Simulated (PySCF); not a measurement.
B(F)(Br)(Vi), SMILES C=CB(F)Br, singlet at its PBE0/def2-SVP optimised geometry (Å):

```
8

B      0.7133     0.3354     0.0000
F      2.0327     0.3354     0.0000
Br    -0.1492     2.0557     0.0000
C     -0.0671    -0.9983    -0.0004
C     -1.4045    -1.0908    -0.0241
H      0.5249    -1.9224     0.0153
H     -1.9221    -2.0557    -0.0280
H     -2.0327    -0.1935    -0.0410
```

Computed with PBE0/def2-TZVP (PySCF 2.14.0).

Map of the log10 of the electron density (e/bohr³), floored at −4 on the plane z = 1.2 Å:

```
|000000000000000000000000000|
|000000000001222100000000000|
|000000000123343321000000000|
|000000001345555432100000000|
|000000013456777653200000000|
|000000024578888764310000000|
|000000134678999865320000000|
|000000135689999875421000000|
|000000135689999875432100000|
|000000134678998865544310000|
|000000134567888766665420000|
|000001234456777777776531000|
|000012344555677777777541000|
|000023456666777777776531000|
|000024566777787766665431000|
|000024567788888765444310000|
|000024567888887754332100000|
|000024567888887654210000000|
|000024567777777653200000000|
|000013556666666543100000000|
|000012455544455442100000000|
|000001333332333321000000000|
|000000122111111110000000000|
|000000000000000000000000000|
|000000000000000000000000000|
|000000000000000000000000000|
|000000000000000000000000000|
```
Scale: ten equal steps from -4.00 (start of '0') to -1.36 (end of '9'), in the order '0123456789'; x runs from -4.50 to 4.50, y from -4.50 (bottom) to 4.50 (top).
